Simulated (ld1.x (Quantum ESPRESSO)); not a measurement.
## An all-electron radial function and its pseudo partner (titanium)

Columns: radius, all-electron u(r) and pseudo u(r) of the 3s shell (level -69.92 eV) of titanium in the configuration [Ne] 3s2 3p6 3d2 4s1 4p0; PBE, scalar-relativistic, TM scheme, ld1.x (Quantum ESPRESSO) 7.5.

```tsv
r (bohr)	all-electron	pseudo
0.132	-0.3025	0.1615
0.265	-0.5295	0.3328
0.398	-0.0107	0.5197
0.530	0.5551	0.7187
0.663	0.9293	0.9098
0.795	1.0917	1.0447
0.928	1.1017	1.0815
1.060	1.0216	1.0188
1.193	0.8979	0.8979
1.325	0.7627	0.7627
1.458	0.6312	0.6312
1.590	0.5139	0.5139
1.723	0.4121	0.4121
1.855	0.3277	0.3277
1.988	0.2580	0.2580
2.120	0.2023	0.2023
2.252	0.1577	0.1577
2.385	0.1222	0.1222
2.518	0.0944	0.0944
2.650	0.0728	0.0728
2.782	0.0560	0.0560
2.915	0.0429	0.0429
3.048	0.0328	0.0328
3.180	0.0251	0.0251
3.312	0.0192	0.0192
3.445	0.0146	0.0146
```

(1) How many radial nodes do the two functions have?

(2) At about which radius was the pseudo-wave matched?

(3) Where does each function peak?

(4) Is the pseudo-wave norm-conserving?

## Answers

(1) The all-electron 3s function has n − l − 1 = 2 (the table is too coarse to show those close to the nucleus); the pseudo-wave has 0, since the states of the same l below it are removed with the core.

(2) 1.25 bohr, where the columns begin to agree (steps of 0.13 bohr).

(3) Outermost all-electron maximum near 0.93 bohr, pseudo maximum near 0.93 bohr (to the table’s step).

(4) Yes: the TM scheme keeps the norm inside the radius equal to the all-electron one, which fixes the energy derivative of the logarithmic derivative at the level.
